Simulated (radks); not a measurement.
Excited configurations of the tellurium ion Te33+: one electron is placed in a higher orbital outside [Ar]. The ground configuration is [Ar] 3d1. All-electron calculation, scalar-relativistic Kohn-Sham, PBEsol, spin-polarised, spherical densities, finite nucleus; open shells are filled with parallel spins first (spin-orbit coupling, left out, can overturn this in heavy ions); Fermi nuclear charge, rms radius 4.7423 fm. Program: a radial shooting solver on a logarithmic mesh with Libxc functionals. Excitation = E - E(ground); binding = E(ion) - E, where the ion is the core of charge +34; n* = 34/sqrt(2 binding) in atomic units. These energies are relativistic, and a one-electron ion of charge +34 with no core already has n* below n in this formula (scalar-relativistic equation, point nucleus: 4s 3.975, 4d 3.993, 5s 4.973, 6s 5.973, 6p 5.983, 6f 5.995, 7s 6.972, 7p 6.983, 7d 6.991). The quantum defect is therefore taken as that value minus n*, so that it holds no relativistic shift of the bare ion.

outer orbital  excitation (eV)  binding (eV)     n*  quantum defect  eigenvalue (eV)  <r> (bohr)
4s                      827.46        1231.6  3.574           0.401          -1214.2      0.5677
4d                      966.58        1092.5  3.794           0.199          -1074.0      0.5506
5s                      1306.7        752.35  4.572           0.401          -742.62      0.9272
6s                      1552.0        507.06  5.569           0.403          -500.87       1.374
6p                      1569.0        490.09  5.665           0.318          -483.98       1.393
6f                      1606.1        452.94  5.893           0.102          -446.26       1.358
7s                      1694.2        364.89  6.565           0.407          -360.49       1.908
7p                      1704.6        354.45  6.661           0.321          -350.12       1.935
7d                      1717.3        341.72  6.784           0.207          -337.31       1.949

The Delta-SCF ionisation energy is 2059.1 eV (NIST Atomic Spectra Database: 2066 eV, theoretical). Self-interaction in the functional shifts the binding energies and quantum defects, so they are the method's values and not measured ones. Open shells are spherical and high-spin; term and fine-structure splittings are not resolved. Spin-orbit splitting is averaged out at the scalar-relativistic level.
